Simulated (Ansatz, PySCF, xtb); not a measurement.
Parents of the type HO-SiH2-X, proton removed and the species left after one step. All species are isolated molecules in the gas phase. One relaxed conformer stands for each flexible species; it need not be the lowest. The site is fixed along the series; a substituent can offer a better one. Strings in code marks are SMILES.

Quantity: gas-phase deprotonation enthalpy at 298 K, in kcal/mol. Thermal and zero-point terms are GFN2-xTB rigid-rotor harmonic values (xtb). Levels without diffuse functions put anions too high.

Level 1: frozen-core CCSD(T)/def2-TZVPD // CAM-B3LYP-D3(BJ)/def2-TZVPD (Ansatz, a first-principles code)
Level 2: PBE-D3(BJ)/def2-TZVPD // CAM-B3LYP-D3(BJ)/def2-TZVPD (PySCF)
Level 3: B3LYP/LANL2DZ // CAM-B3LYP-D3(BJ)/def2-TZVPD (PySCF)
Level 4: SVWN5/6-31G* // CAM-B3LYP-D3(BJ)/def2-TZVPD (PySCF)

```
species                                                                    level 1  level 2  level 3  level 4
-------------------------------------------------------------------------  -------  -------  -------  -------
X = mercapto, proton removed: `[O-][SiH2]S` (O–Si–S–H torsion 180°)          348.7    346.2    356.7    347.4
X = propynyl, proton removed: `CC#C[SiH2][O-]`                               354.0    351.7    366.3    353.9
X = hydroxy, proton removed: `[O-][SiH2]O` (O–Si–O–H torsion 180°)           356.2    352.8    368.4    359.2
X = cyano, proton removed: `N#C[SiH2][O-]`                                   337.8    335.2    349.3    336.7
X = isocyano, proton removed: `[C-]#[N+][SiH2][O-]`                          338.5    335.7    348.6    337.6
X = silyl, proton removed: `[O-][SiH2][SiH3]`                                348.4    344.9    362.3    345.6
X = ethynyl, proton removed: `C#C[SiH2][O-]`                                 350.6    347.8    362.0    350.1
X = H, proton removed: `[SiH3][O-]`                                          355.4    352.0    369.9    355.4
X = cyanomethyl, proton removed: `N#CC[SiH2][O-]`                            343.0    339.7    353.4    341.5
X = fluoro, proton removed: `[SiH2]([O-])F`                                  348.8    345.5    354.2    350.0
X = methyl, proton removed: `C[SiH2][O-]`                                    357.5    354.8    370.9    358.3
X = carbamoyl, proton removed: `NC(=O)[SiH2][O-]` (O–C–Si–O torsion 180°)    343.7    341.8    355.2    343.9
```
